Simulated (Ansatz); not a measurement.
Consider the ligand exchange at the Nb–F bond: `[O]=[Nb]([F])([F])[F]` + HCl → `[O]=[Nb]([F])([F])[Cl]` + H–F.

Isolated molecules relaxed with PBE0-D4/def2-TZVP in Ansatz; ΔE leaves out vibrations. CCSD(T)/CBS adds triple-zeta CCSD(T) − MP2 to the extrapolated MP2 energy (def2 sets, frozen cores). This one scheme is used for every species. DFT in def2-TZVPP. B3LYP here is the variant with VWN-RPA as its local correlation; programs differ in this. HSE06 is defined as in plane-wave codes. Elements past krypton have def2 core potentials. For Nb outer-core shells are correlated without core-valence functions, which leaves a few kJ/mol of doubt a bond.

`[O]=[Nb]([F])([F])[F]`:

Z-matrix (Å, degrees):
```
Nb
O 1 1.681
F 1 1.856 2 107.8
F 1 1.856 2 107.8 3 -120.0
F 1 1.856 2 107.8 3 120.0
```

HCl:

Z-matrix (Å, degrees):
```
Cl
H 1 1.279
```

`[O]=[Nb]([F])([F])[Cl]`:

```xyz
5

O     0.283   -0.482   -1.616
Nb    0.057    0.051   -0.041
F     1.700   -0.012    0.813
F    -0.596    1.783   -0.125
Cl   -1.444   -1.340    0.969
```

H–F:

```xyz
2

F    -0.212   -0.288   -0.289
H     0.212    0.288    0.289
```

```
             level  ΔE (kJ/mol)  difference from CCSD(T)/CBS
       LDA (SPW92)         12.7                          8.9
         revPBE-D4         12.6                          8.8
           BLYP-D4         17.3                         13.5
           PBE0-D4          8.2                          4.4
          B3LYP-D4         13.6                          9.8
      CAM-B3LYP-D4         20.5                         16.7
           ωB97X-V         19.5                         15.7
          PBE-QIDH          4.3                          0.5
           r2SCANh         13.0                          9.2
             HSE06         10.1                          6.3
             BHLYP         15.5                         11.7
RPA@PBE/def2-TZVPP         12.3                          8.5
SCS-MP2/def2-TZVPP          5.5                          1.7
     HF/def2-QZVPP         16.3                         12.5
    MP2/def2-QZVPP         -4.8                         -8.6
    CCSD/CBS(def2)          6.9                          3.1
       CCSD(T)/CBS          3.8                            0
```

(1) What do rigid-rotor, harmonic-oscillator terms from PBE0-D4/def2-TZVP frequencies (298.15 K, 1 bar) make of the CCSD(T)/CBS value? (Estimate.)

Largest T1 diagnostic among the species: 0.022, so the coupled-cluster value is less sure than usual.

## Answers

(1) Computed: ΔZPE = +4.7 kJ/mol, ΔH = +9.3 kJ/mol, ΔS = 8 J/(mol·K), ΔG = +7.0 kJ/mol.

Leaving LDA and LC-ωPBE aside and taking each functional with its dispersion term where it has one, the values spread over 16.2 kJ/mol, from PBE-QIDH to CAM-B3LYP-D4. From BLYP to BHLYP (50 % exact exchange), in def2-TZVPP and without D4, ΔE moves by −7.1 kJ/mol. The D4 term adds −4.5 kJ/mol with B3LYP and −2.4 kJ/mol with PBE0; it sums over pairs of atoms, weighted by their polarisabilities, and B3LYP, whose exchange is more repulsive, gets the larger term.
